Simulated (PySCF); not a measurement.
Nb(F)4(Me) (CH₃F₄Nb), SMILES [CH3][Nb]([F])([F])([F])[F], multiplicity 1. Atoms are numbered in the order given.

```xyz
9

Nb     0.0561     0.0492    -0.0397
F      1.3848    -0.4813     1.1748
F     -1.3747     0.5183    -1.1606
F      0.0554     1.7516     0.6894
F      1.0249    -0.6151    -1.4695
C     -1.2646    -1.3284     0.8907
H     -0.7162    -2.0825     1.4741
H     -1.9128    -1.7991     0.1346
H     -1.8975    -0.7268     1.5696
```

Geometry: r2SCAN-D4/def2-SVP. The multiplicity is an assumed one; no other spin state was optimised. The structure was generated by enumeration; whether it is a known compound was not checked. The def2 effective core potentials stand for the cores of Nb; spin–orbit coupling is left out.

Vertical ionisation energy (IE) and electron affinity (EA) in eV. Rows of orbital energies are one-electron estimates. Where ΔSCF, EOM or ADC give a negative EA the extra electron is unbound and the value depends on the basis.

```csv
level,IE,EA
"−ε(HOMO), −ε(LUMO), M06-2X/def2-TZVP (PySCF)",10.94,2.26
"−ε(HOMO), −ε(LUMO), PBE/def2-TZVP (PySCF)",___,___
```

Task: Some entries are withheld; supply them. (Estimate from the structure and the level; the computed values follow.)

Result: 
- −ε(HOMO), −ε(LUMO), PBE/def2-TZVP (PySCF), IE: 8.02
- −ε(HOMO), −ε(LUMO), PBE/def2-TZVP (PySCF), EA: 3.94
